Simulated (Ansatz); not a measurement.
`CC(C)N(C)[SiH2]Cl` and `C[N]([SiH2]Cl)[GeH2][Cl]` differ in one atom or group.

Ansatz, PBE0-D4/def2-TZVP geometries, multiplicity 1. Each molecule was computed in one conformer, which needn't be the lowest.

Scalar relativity is left out up to krypton.

```csv
property,`CC(C)N(C)[SiH2]Cl`
LUMO energy (B3LYP/def2-TZVPP) / eV,0.51
LUMO energy (PBE0/def2-TZVPP) / eV,0.74
HOMO energy (PBE0/def2-TZVPP) / eV,-6.80
size of the dipole moment (B3LYP/def2-TZVPP) / D,2.32
LUMO energy (PBE/def2-TZVPP) / eV,-0.11
HOMO energy (PBE/def2-TZVPP) / eV,-5.51
```

**Question.** Give the same properties after the change, and the shifts. (Best estimate.)

**Answer.** The calculation gave: 
```
                                        property  `C[N]([SiH2]Cl)[GeH2][Cl]`  shift
             LUMO energy (B3LYP/def2-TZVPP) / eV                       -0.45  -0.96
              LUMO energy (PBE0/def2-TZVPP) / eV                       -0.18  -0.92
              HOMO energy (PBE0/def2-TZVPP) / eV                       -7.68  -0.88
size of the dipole moment (B3LYP/def2-TZVPP) / D                        0.70  -1.62
               LUMO energy (PBE/def2-TZVPP) / eV                       -1.11  -1.00
               HOMO energy (PBE/def2-TZVPP) / eV                       -6.36  -0.85
```

Dipoles are sizes alone; their direction can turn.

B3LYP here is the variant with VWN-RPA as its local correlation; programs differ in this.
